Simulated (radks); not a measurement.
Values are calculated unless marked as measured or tabulated.
Question: All-electron atom: Ti in [Ar] 3d2 4s2. Code: a radial shooting solver on a logarithmic mesh with Libxc functionals. Model: non-relativistic Kohn-Sham, BLYP, spin-unpolarised, spherical densities, point nucleus. Some entries of the table are withheld. Estimate them.

orbital,occ.,eigenvalue (eV),<r> (bohr)
1s,2,-4838.474,0.07017
2s,2,-530.8254,(1)
2p,6,-443.5598,0.2909
3s,2,-61.5002,(2)
3p,6,(3),(4)
3d,2,-4.2936,(5)
4s,2,(6),3.532

Answer: 
(1) 2s <r> (bohr): 0.3277
(2) 3s <r> (bohr): 1.014
(3) 3p eigenvalue (eV): -38.5548
(4) 3p <r> (bohr): 1.089
(5) 3d <r> (bohr): 1.602
(6) 4s eigenvalue (eV): -4.2913
